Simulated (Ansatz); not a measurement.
One change: `CC[O][InH][Cl]` becomes `CC[O][In]([CH3])[Cl]`.

Ansatz, PBE0-D4/def2-TZVP geometries, multiplicity 1. Each molecule was computed in one conformer, which needn't be the lowest.

Elements past krypton have def2 core potentials.

| property | `CC[O][InH][Cl]` |
| --- | --- |
| LUMO energy (PBE0/def2-TZVPP) / eV | -1.50 |
| size of the dipole moment (PBE/def2-TZVPP) / D | 1.41 |
| HOMO–LUMO gap (PBE/def2-TZVPP) / eV | 4.15 |
| HOMO energy (PBE/def2-TZVPP) / eV | -6.35 |
| LUMO energy (PBE/def2-TZVPP) / eV | -2.21 |
| HOMO energy (PBE0/def2-TZVPP) / eV | -7.80 |

Question: What does the change do to each property? (Estimate.)

Answer: Ansatz gave: 
```
                                      property  `CC[O][In]([CH3])[Cl]`  shift
            LUMO energy (PBE0/def2-TZVPP) / eV                   -1.19   0.31
size of the dipole moment (PBE/def2-TZVPP) / D                    2.42   1.01
           HOMO–LUMO gap (PBE/def2-TZVPP) / eV                    4.06  -0.09
             HOMO energy (PBE/def2-TZVPP) / eV                   -6.13   0.22
             LUMO energy (PBE/def2-TZVPP) / eV                   -2.07   0.14
            HOMO energy (PBE0/def2-TZVPP) / eV                   -7.59   0.21
```

With PBE0 the HOMO rises by 0.21 eV and the LUMO rises by 0.31 eV, so the gap widens by about 0.10 eV. PBE moves the HOMO by 0.22 eV and ωB97M-V by 0.19 eV. Dipoles are sizes alone; their direction can turn.
